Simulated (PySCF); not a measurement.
PySCF job for Be(Et)2 cation (C4H10Be), SMILES C[CH2][Be][CH2]C (connectivity only; charge and spin as stated), charge +1, multiplicity 2, TDA-PBE/def2-SVPD. The structure is a stationary point at PBE0-D3(BJ)/def2-SVP. The spin state was assumed, not searched. The isomer is the one that the SMILES or the coordinates give; other isomers of the formula were not compared. Other conformers were not sampled.

```python
import numpy as np
from pyscf import gto, scf, dft, tdscf

mol = gto.M(
    atom='''
    Be    0.00000000   -0.00000000    0.21706755
    C     0.62588708   -1.64436071    0.21423522
    C    -0.34496017   -2.68682466   -0.24515269
    H     0.93187755   -1.71694491    1.27620066
    H     1.50787203   -1.49755171   -0.43887203
    H    -0.65738293   -2.56730845   -1.29294459
    H    -1.22939771   -2.78198360    0.40180141
    H     0.17316934   -3.67126429   -0.19481573
    C    -0.62588708    1.64436070    0.21423522
    C     0.34496016    2.68682467   -0.24515269
    H    -0.93187752    1.71694490    1.27620067
    H    -1.50787203    1.49755172   -0.43887202
    H     0.65738292    2.56730846   -1.29294460
    H     1.22939772    2.78198359    0.40180140
    H    -0.17316934    3.67126429   -0.19481572
    ''',
    basis='def2-SVPD',
    charge=1,
    spin=1,
    max_memory=1600,
    verbose=4,
)
mf = dft.UKS(mol, xc='pbe').density_fit(auxbasis='def2-universal-jkfit')
mf.grids.level = 3
mf.conv_tol = 1e-9
mf.max_cycle = 100
mf.kernel()
fine, coarse = mf.grids, dft.Grids(mol).set(level=1).build(with_non0tab=True)
for _ in range(3):  # follow internal instabilities
    mf.grids = coarse
    mo, _, stable, _ = mf.stability(return_status=True, nroots=4)
    mf.grids = fine
    if stable:
        break
    mf.kernel(mf.make_rdm1(mo, mf.mo_occ))
mf.grids = dft.Grids(mol).set(level=1).build(with_non0tab=True)  # coarser grid for the response kernel
td = tdscf.TDA(mf)
td.nstates = 10
td.conv_tol = 1e-4
td.positive_eig_threshold = 1e-6
td.kernel(x0=td.get_init_guess(mf, 15))
td.analyze()
```

Log of the run:

```
PySCF version 2.14.0

[INPUT] verbose = 4
[INPUT] num. atoms = 15
[INPUT] num. electrons = 37
[INPUT] charge = 1
[INPUT] spin (= nelec alpha-beta = 2S) = 1
[INPUT] symmetry False subgroup None
[INPUT] Mole.unit = angstrom
[INPUT] Symbol           X                Y                Z      unit          X                Y                Z       unit  Magmom
[INPUT]  1 Be     0.000000000000   0.000000000000   0.217067550000 AA    0.000000000000   0.000000000000   0.410198220030 Bohr   0.0
[INPUT]  2 C      0.625887080000  -1.644360710000   0.214235220000 AA    1.182755166104  -3.107391391895   0.404845892036 Bohr   0.0
[INPUT]  3 C     -0.344960170000  -2.686824660000  -0.245152690000 AA   -0.651880245183  -5.077362752128  -0.463271442800 Bohr   0.0
[INPUT]  4 H      0.931877550000  -1.716944910000   1.276200660000 AA    1.760993351131  -3.244555650866   2.411669727389 Bohr   0.0
[INPUT]  5 H      1.507872030000  -1.497551710000  -0.438872030000 AA    2.849465167592  -2.829962589274  -0.829347940432 Bohr   0.0
[INPUT]  6 H     -0.657382930000  -2.567308450000  -1.292944590000 AA   -1.242273696664  -4.851509847782  -2.443311169338 Bohr   0.0
[INPUT]  7 H     -1.229397710000  -2.781983600000   0.401801410000 AA   -2.323224970067  -5.257187087032   0.759294621364 Bohr   0.0
[INPUT]  8 H      0.173169340000  -3.671264290000  -0.194815730000 AA    0.327242625772  -6.937684038996  -0.368148374457 Bohr   0.0
[INPUT]  9 C     -0.625887080000   1.644360700000   0.214235220000 AA   -1.182755166104   3.107391372998   0.404845892036 Bohr   0.0
[INPUT] 10 C      0.344960160000   2.686824670000  -0.245152690000 AA    0.651880226286   5.077362771025  -0.463271442800 Bohr   0.0
[INPUT] 11 H     -0.931877520000   1.716944900000   1.276200670000 AA   -1.760993294439   3.244555631969   2.411669746286 Bohr   0.0
[INPUT] 12 H     -1.507872030000   1.497551720000  -0.438872020000 AA   -2.849465167592   2.829962608171  -0.829347921535 Bohr   0.0
[INPUT] 13 H      0.657382920000   2.567308460000  -1.292944600000 AA    1.242273677767   4.851509866679  -2.443311188235 Bohr   0.0
[INPUT] 14 H      1.229397720000   2.781983590000   0.401801400000 AA    2.323224988965   5.257187068134   0.759294602467 Bohr   0.0
[INPUT] 15 H     -0.173169340000   3.671264290000  -0.194815720000 AA   -0.327242625772   6.937684038996  -0.368148355560 Bohr   0.0

nuclear repulsion = 138.4769203222
number of shells = 78
number of NR pGTOs = 242
number of NR cGTOs = 172
basis = def2-SVPD
ecp = {}


[settings echo left out]
init E= -172.652503562071
  alpha nocc = 19  HOMO = -0.30927963520282  LUMO = -0.078864354505523
  beta  nocc = 18  HOMO = -0.32143525041732  LUMO = -0.30927963520282

WARN: HOMO -0.30927963520282 >= LUMO -0.30927963520282

cycle= 1 E= -172.412722151969  delta_E= 0.24  |g|= 0.33  |ddm|= 3.37
  alpha nocc = 19  HOMO = -0.392627070167069  LUMO = -0.229049224664547
  beta  nocc = 18  HOMO = -0.395525306927039  LUMO = -0.368463591475447
  HOMO = -0.392627070167  LUMO = -0.368463591475  gap/eV = 0.65752
cycle= 2 E= -172.324431849598  delta_E= 0.0883  |g|= 0.513  |ddm|= 1.07
  alpha nocc = 19  HOMO = -0.43682582298559  LUMO = -0.228125654706646
  beta  nocc = 18  HOMO = -0.431483551982529  LUMO = -0.410424957279454
  HOMO = -0.431483551983  LUMO = -0.410424957279  gap/eV = 0.57303
cycle= 3 E= -172.476837407474  delta_E= -0.152  |g|= 0.0277  |ddm|= 0.633
  alpha nocc = 19  HOMO = -0.437212828714908  LUMO = -0.228233055589133
  beta  nocc = 18  HOMO = -0.430829769177921  LUMO = -0.409803731588295
  HOMO = -0.430829769178  LUMO = -0.409803731588  gap/eV = 0.57215
cycle= 4 E= -172.477217532576  delta_E= -0.00038  |g|= 0.00865  |ddm|= 0.0672
  alpha nocc = 19  HOMO = -0.436060599392095  LUMO = -0.227537732782706
  beta  nocc = 18  HOMO = -0.429658038693554  LUMO = -0.408061853419169
  HOMO = -0.429658038694  LUMO = -0.408061853419  gap/eV = 0.58766
cycle= 5 E= -172.4772344688  delta_E= -1.69e-05  |g|= 0.00683  |ddm|= 0.0205
  alpha nocc = 19  HOMO = -0.436635577077443  LUMO = -0.228130642259836
  beta  nocc = 18  HOMO = -0.430017186483938  LUMO = -0.408534466334987
  HOMO = -0.430017186484  LUMO = -0.408534466335  gap/eV = 0.58457
cycle= 6 E= -172.477261517949  delta_E= -2.7e-05  |g|= 0.000502  |ddm|= 0.00938
  alpha nocc = 19  HOMO = -0.436741785901199  LUMO = -0.228298455293281
  beta  nocc = 18  HOMO = -0.43006692184386  LUMO = -0.408533273212313
  HOMO = -0.430066921844  LUMO = -0.408533273212  gap/eV = 0.58596
cycle= 7 E= -172.477259639327  delta_E= 1.88e-06  |g|= 0.00145  |ddm|= 0.00408
  alpha nocc = 19  HOMO = -0.436745452448374  LUMO = -0.228300957877239
  beta  nocc = 18  HOMO = -0.430065071312923  LUMO = -0.408528155736546
  HOMO = -0.430065071313  LUMO = -0.408528155737  gap/eV = 0.58605
cycle= 8 E= -172.47726079544  delta_E= -1.16e-06  |g|= 0.000999  |ddm|= 0.0053
  alpha nocc = 19  HOMO = -0.436747168895539  LUMO = -0.228295099260884
  beta  nocc = 18  HOMO = -0.430055486918985  LUMO = -0.408512899866078
  HOMO = -0.430055486919  LUMO = -0.408512899866  gap/eV = 0.58620
cycle= 9 E= -172.477261843286  delta_E= -1.05e-06  |g|= 6.9e-05  |ddm|= 0.00229
  alpha nocc = 19  HOMO = -0.436752105576731  LUMO = -0.228311148230866
  beta  nocc = 18  HOMO = -0.43005866793483  LUMO = -0.408514590905171
  HOMO = -0.430058667935  LUMO = -0.408514590905  gap/eV = 0.58624
cycle= 10 E= -172.47726184709  delta_E= -3.8e-09  |g|= 1.82e-05  |ddm|= 0.000216
  alpha nocc = 19  HOMO = -0.436748482159191  LUMO = -0.228306962369269
  beta  nocc = 18  HOMO = -0.430055679048213  LUMO = -0.408511128219217
  HOMO = -0.430055679048  LUMO = -0.408511128219  gap/eV = 0.58626
cycle= 11 E= -172.477261847351  delta_E= -2.61e-10  |g|= 6.55e-06  |ddm|= 5.2e-05
  alpha nocc = 19  HOMO = -0.436750105898204  LUMO = -0.228308637143823
  beta  nocc = 18  HOMO = -0.430057419818531  LUMO = -0.408513104604774
  HOMO = -0.430057419819  LUMO = -0.408513104605  gap/eV = 0.58625
Extra cycle  E= -172.477261847342  delta_E= 9.21e-12  |g|= 8.07e-06  |ddm|= 2.58e-05
converged SCF energy = -172.477261847342  <S^2> = 0.75261324  2S+1 = 2.0026115
tot grids = 50528
uhf_internal: lowest eigs of H = [0.63777414 0.6411498  0.65461385 0.65829902]
<class 'pyscf.df.df_jk.DFUKS'> wavefunction is stable in the internal stability analysis
tot grids = 50528
Overwritten attributes  positive_eig_threshold  of <class 'pyscf.tdscf.uks.TDA'>


******** <class 'pyscf.tdscf.uks.TDA'> for <class 'pyscf.df.df_jk.DFUKS'> ********
nstates = 10
deg_eia_thresh = 1.000e-03
wfnsym = None
conv_tol = 0.0001
eigh lindep = 1e-12
eigh level_shift = 0
eigh max_cycle = 100


Excitation energies (eV)
[2.09894003 2.26422383 2.32011741 3.36078988 3.36710366 4.27000537
 4.29768866 4.79160009 4.90091795 5.0920645 ]

** Excitation energies and oscillator strengths **
Excited State   1:      2.09894 eV    590.70 nm  f=0.4159
      19a ->   22a      0.11689
      18b ->   19b      0.96969
Excited State   2:      2.26422 eV    547.58 nm  f=0.0000
      17b ->   19b     -0.99943
Excited State   3:      2.32012 eV    534.39 nm  f=0.0004
      16b ->   19b      0.99917
Excited State   4:      3.36079 eV    368.91 nm  f=0.0060
      14b ->   19b     -0.99597
Excited State   5:      3.36710 eV    368.22 nm  f=0.0002
      13b ->   19b     -0.24148
      15b ->   19b     -0.96884
Excited State   6:      4.27001 eV    290.36 nm  f=0.0890
      12b ->   19b     -0.98243
Excited State   7:      4.29769 eV    288.49 nm  f=0.0070
      13b ->   19b     -0.95468
      15b ->   19b      0.23215
Excited State   8:      4.79160 eV    258.75 nm  f=0.0026
      11b ->   19b     -0.99790
Excited State   9:      4.90092 eV    252.98 nm  f=0.0002
      10b ->   19b      0.99805
Excited State  10:      5.09206 eV    243.49 nm  f=0.0086
      18a ->   20a      0.49561
      18b ->   20b     -0.85863

** Transition electric dipole moments (AU) **
state          X           Y           Z        Dip. S.      Osc.
  1         0.4149     -2.8136      0.0000      8.0885      0.4159
  2        -0.0000      0.0000     -0.0048      0.0000      0.0000
  3         0.0123     -0.0835      0.0000      0.0071      0.0004
  4         0.0752     -0.2594     -0.0000      0.0730      0.0060
  5         0.0000     -0.0001      0.0438      0.0019      0.0002
  6         0.4187      0.8221     -0.0000      0.8512      0.0890
  7        -0.0000     -0.0000     -0.2580      0.0666      0.0070
  8        -0.0000      0.0000     -0.1500      0.0225      0.0026
  9         0.0396     -0.0054     -0.0000      0.0016      0.0002
 10         0.2075      0.1611      0.0000      0.0690      0.0086

** Transition velocity dipole moments (imaginary part, AU) **
state          X           Y           Z        Dip. S.      Osc.
  1        -0.0526      0.0665     -0.0000      0.0072      0.0621
  2         0.0000     -0.0000      0.0054      0.0000      0.0002
  3        -0.0037      0.0014      0.0000      0.0000      0.0001
  4        -0.0190      0.0090      0.0000      0.0004      0.0024
  5        -0.0000      0.0000     -0.0055      0.0000      0.0002
  6         0.0023      0.0049      0.0000      0.0000      0.0001
  7        -0.0000     -0.0000      0.0037      0.0000      0.0001
  8         0.0000      0.0000      0.0175      0.0003      0.0012
  9        -0.0068     -0.0018      0.0000      0.0000      0.0002
 10        -0.0022      0.0139      0.0000      0.0002      0.0007

** Transition magnetic dipole moments (imaginary part, AU) **
state          X           Y           Z
  1        -0.0936     -0.0154     -0.0000
  2         0.0000      0.0000     -0.1917
  3        -0.4648     -0.3715     -0.0000
  4         0.2585      0.1057      0.0002
  5         0.0001      0.0000     -0.7823
  6         0.0468      0.0185     -0.0000
  7        -0.0000     -0.0000     -0.0261
  8        -0.0000     -0.0000      0.1501
  9         0.3298      0.2055      0.0000
 10        -0.0145     -0.0332     -0.0000
```

The run converged.
